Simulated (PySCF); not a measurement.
# Partial charges of `C#CPc1cccs1`

Species: C6H5PS.
Bonds: C1–C2 (triple), C2–P3, P3–C4, C4–C5 (aromatic), C5–C6 (aromatic), C6–C7 (aromatic), C7–S8 (aromatic), C4–S8 (aromatic). Hydrogens: H9 on C1; H10 on P3; H11 on C5; H12 on C6; H13 on C7.

Density: PBE0/pcSseg-1 (PySCF); schemes: Mulliken, IAO, Hirshfeld and ESP-fitted. Geometry: GFN2-xTB, one conformer, isolated molecule.

Which atoms carry the lowest charge in the Mulliken, IAO, Hirshfeld and ESP-fitted schemes?

The schemes don't all agree: Mulliken C4 (-0.633); IAO C4 (-0.358); Hirshfeld C2 (-0.110); ESP-fitted C1 (-0.402).

At which atom do the 4 schemes differ most?

At P3: from -0.018 (ESP-fitted) to +0.597 e (Mulliken), 0.615 e apart.

Give the atomic charges in each scheme.

In e:

| atom | environment | Mulliken | IAO | Hirshfeld | ESP-fitted |
| --- | --- | --- | --- | --- | --- |
| C1 | terminal alkyne carbon | -0.293 | -0.206 | -0.090 | -0.402 |
| C2 | alkyne carbon | -0.118 | -0.265 | -0.110 | +0.008 |
| P3 | phosphine phosphorus | +0.597 | +0.467 | +0.157 | -0.018 |
| C4 | substituted aromatic carbon | -0.633 | -0.358 | -0.086 | -0.136 |
| C5 | aromatic CH carbon | +0.005 | -0.180 | -0.075 | +0.011 |
| C6 | aromatic CH carbon | -0.046 | -0.179 | -0.071 | -0.330 |
| C7 | aromatic CH next to a ring sulfur | -0.273 | -0.317 | -0.083 | -0.201 |
| S8 | thiophene-type sulfur | +0.289 | +0.329 | +0.100 | +0.066 |
| H9 | alkyne hydrogen | +0.059 | +0.205 | +0.098 | +0.309 |
| H10 | P–H hydrogen | +0.088 | -0.003 | -0.003 | +0.119 |
| H11 | aromatic hydrogen | +0.096 | +0.168 | +0.050 | +0.156 |
| H12 | aromatic hydrogen | +0.097 | +0.166 | +0.058 | +0.204 |
| H13 | aromatic hydrogen | +0.131 | +0.176 | +0.056 | +0.212 |

Mean size of the charges over all atoms: IAO 0.232 e, Mulliken 0.210 e, ESP-fitted 0.167 e, Hirshfeld 0.080 e. Each set sums to the total charge, 0, to within 0.001 e. The Hirshfeld scheme weights the molecular density at each point by an atom's share of the summed free-atom densities.

Sum the charges by element, for elements with more than one atom.

```tsv
element	atoms	Mulliken	IAO	Hirshfeld	ESP-fitted
C	6	-1.357	-1.506	-0.515	-1.048
H	5	+0.471	+0.711	+0.258	+0.999
```

How many electrons does the Hirshfeld scheme count on C4?

Z − q = 6 − (-0.086) = 6.086.

Shape of the structure used: `[CH:1]#[C:2][PH:3][c:4]1[cH:5][cH:6][cH:7][s:8]1`: C2–P3–C4–C5 -38°.
